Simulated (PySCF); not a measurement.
## Calcium: highly charged ions in a basis for the neutral atom

Ca¹¹⁺ [He] 2s2 2p5, Ca¹²⁺ [He] 2s2 2p4. Computed with PySCF 2.14 in 6-31G* (5s4p3d, 32 functions), with the non-relativistic Hamiltonian (point nucleus). No spin-orbit coupling, so a gap to NIST mixes the basis error with missing relativistic terms.

Changed run: basis of the neutral atom used for a highly charged ion. This setting is unsound on purpose.

```json
{"species": "Ca¹¹⁺", "method": "UHF", "sound run (hartree)": "not run", "changed run (hartree)": "-618.47865", "converged": "yes"}
{"species": "Ca¹¹⁺", "method": "PBE", "sound run (hartree)": "not run", "changed run (hartree)": "-618.59595", "converged": "yes"}
{"species": "Ca¹¹⁺", "method": "B3LYP", "sound run (hartree)": "not run", "changed run (hartree)": "-618.77293", "converged": "yes"}
{"species": "Ca¹²⁺", "method": "UHF", "sound run (hartree)": "not run", "changed run (hartree)": "-594.12707", "converged": "yes"}
{"species": "Ca¹²⁺", "method": "PBE", "sound run (hartree)": "not run", "changed run (hartree)": "-594.19736", "converged": "yes"}
{"species": "Ca¹²⁺", "method": "B3LYP", "sound run (hartree)": "not run", "changed run (hartree)": "-594.35432", "converged": "yes"}
```

Ionisation energy of Ca¹¹⁺:

```tsv
method	changed run (eV)	NIST (eV)
UHF	662.64	658.2 ± 0.9
PBE	663.92	658.2 ± 0.9
B3LYP	664.46	658.2 ± 0.9
```

The contracted functions were made for the neutral atom and can be too rigid for a highly charged ion.
